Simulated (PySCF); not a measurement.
Compound: C6H8OSi.
SMILES with atom numbers: `[CH3:1][C:2](=[O:3])[C:4]1=[CH:5][CH:6]=[CH:7][SiH2:8]1` (hydrogens: H9, H10, H11 on C1; H12 on C5; H13 on C6; H14 on C7; H15, H16 on Si8)

A GFN2-xTB structure was refined with PBE/def2-SV(P) geometry optimisation, gas phase in PySCF. Its GFN2-xTB values:

| coordinate | GFN2-xTB |
| --- | --- |
| C1–C2 | 1.512 Å |
| C1–H9 | 1.088 Å |
| C2=O3 | 1.217 Å |
| C2–C4 | 1.455 Å |
| C4=C5 | 1.350 Å |
| C4–Si8 | 1.896 Å |
| C5–C6 | 1.449 Å |
| C5–H12 | 1.081 Å |
| C6=C7 | 1.341 Å |
| C6–H13 | 1.082 Å |
| C7–Si8 | 1.896 Å |
| C7–H14 | 1.077 Å |
| Si8–H15 | 1.459 Å |
| Si8–H16 | 1.459 Å |
| C1–C2–O3 | 121.9° |
| C1–C2–C4 | 118.1° |
| C2–C4–Si8 | 122.1° |
| C4–C5–C6 | 115.9° |
| C4–Si8–C7 | 87.9° |
| C5–C4–Si8 | 109.9° |
| C5–C6–C7 | 116.2° |
| C6–C7–Si8 | 110.1° |

**Question.** How do these coordinates change at the PBE/def2-SV(P) level?

**Answer.** 
```json
{"coordinate": "Si8–H16", "PBE/def2-SV(P) (Å or °)": "1.507", "change": "+0.048"}
{"coordinate": "Si8–H15", "PBE/def2-SV(P) (Å or °)": "1.507", "change": "+0.048"}
{"coordinate": "C5–C6", "PBE/def2-SV(P) (Å or °)": "1.476", "change": "+0.027"}
{"coordinate": "C6=C7", "PBE/def2-SV(P) (Å or °)": "1.367", "change": "+0.026"}
{"coordinate": "C7–H14", "PBE/def2-SV(P) (Å or °)": "1.102", "change": "+0.025"}
{"coordinate": "C5–H12", "PBE/def2-SV(P) (Å or °)": "1.106", "change": "+0.025"}
{"coordinate": "C1–H9", "PBE/def2-SV(P) (Å or °)": "1.113", "change": "+0.025"}
{"coordinate": "C6–H13", "PBE/def2-SV(P) (Å or °)": "1.106", "change": "+0.024"}
{"coordinate": "C4=C5", "PBE/def2-SV(P) (Å or °)": "1.372", "change": "+0.022"}
{"coordinate": "C2–C4", "PBE/def2-SV(P) (Å or °)": "1.477", "change": "+0.022"}
{"coordinate": "C2=O3", "PBE/def2-SV(P) (Å or °)": "1.233", "change": "+0.016"}
{"coordinate": "C1–C2", "PBE/def2-SV(P) (Å or °)": "1.524", "change": "+0.012"}
{"coordinate": "C4–Si8", "PBE/def2-SV(P) (Å or °)": "1.892", "change": "-0.004"}
{"coordinate": "C7–Si8", "PBE/def2-SV(P) (Å or °)": "1.892", "change": "-0.004"}
{"coordinate": "C4–Si8–C7", "PBE/def2-SV(P) (Å or °)": "91.7", "change": "+3.8"}
{"coordinate": "C6–C7–Si8", "PBE/def2-SV(P) (Å or °)": "107.3", "change": "-2.8"}
{"coordinate": "C5–C4–Si8", "PBE/def2-SV(P) (Å or °)": "107.2", "change": "-2.7"}
{"coordinate": "C2–C4–Si8", "PBE/def2-SV(P) (Å or °)": "124.5", "change": "+2.4"}
{"coordinate": "C1–C2–C4", "PBE/def2-SV(P) (Å or °)": "119.2", "change": "+1.1"}
{"coordinate": "C4–C5–C6", "PBE/def2-SV(P) (Å or °)": "116.9", "change": "+1.0"}
{"coordinate": "C1–C2–O3", "PBE/def2-SV(P) (Å or °)": "121.2", "change": "-0.7"}
{"coordinate": "C5–C6–C7", "PBE/def2-SV(P) (Å or °)": "116.9", "change": "+0.7"}
```

The energy falls by 0.219 eV over 5 energy and gradient evaluations, the largest force component goes from 0.0306 to 4.2e-04 Eh/bohr, and the atoms move by 0.059 Å rms after alignment. Among the bonds, Si8–H15 and Si8–H16 change most and about equally (+0.048 Å). Bonds longer at the end by more than 0.005 Å: 14 of 16; shorter: 0. Rotational constants go from 3266, 1344, 969.3 to 3290, 1281, 937.9 MHz.

The run used 132 basis functions and 43 SCF cycles in all. Hardware: Intel Xeon at 2.70 GHz, one thread, no GPU (shared host). Cost: 2.0 min wall, 0.58 GiB resident at most.

No PBE/def2-SV(P) frequencies stand behind this structure, so it isn't proved a minimum. The numbers are those of one conformer.

The values belong to the conformer `[CH3:1][C:2](=[O:3])[C:4]1=[CH:5][CH:6]=[CH:7][SiH2:8]1`: C1–C2–C4–C5 0°.
